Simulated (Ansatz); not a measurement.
**A family of molecules: the dipole moment**

One atom is swapped for its congeners: B(CH3)(SH); Al(CH3)(SH); Ga(CH3)(SH); In(CH3)(SH). All are doublets with charge 0.

Shapes, held fixed at every level: PBE0-D4/def2-TZVP. Flexible molecules stand in one conformer, not always the lowest. Programs: Ansatz 0.2.0. Values in D.

```tsv
level	B(CH3)(SH)	Al(CH3)(SH)	Ga(CH3)(SH)	In(CH3)(SH)
PBE-D4/def2-TZVPP	0.19	1.16	1.95	2.33
r2SCAN-D4/def2-TZVPP	0.24	1.26	2.02	2.46
B3LYP-D4/def2-TZVPP	0.19	1.32	1.97	2.43
wB97M-V/def2-TZVPP	0.20	1.46	1.97	2.42
```

At wB97M-V/def2-TZVPP the dipole moment rises at every step, from 0.20 to 2.42 D. Every level shows the same order. Open shells run unrestricted unless RO is named. For atoms past krypton def2 sets carry core potentials with scalar relativity. Relativity is left out for Ga unless named. Magnitudes only: a dipole under 1 D may point either way.
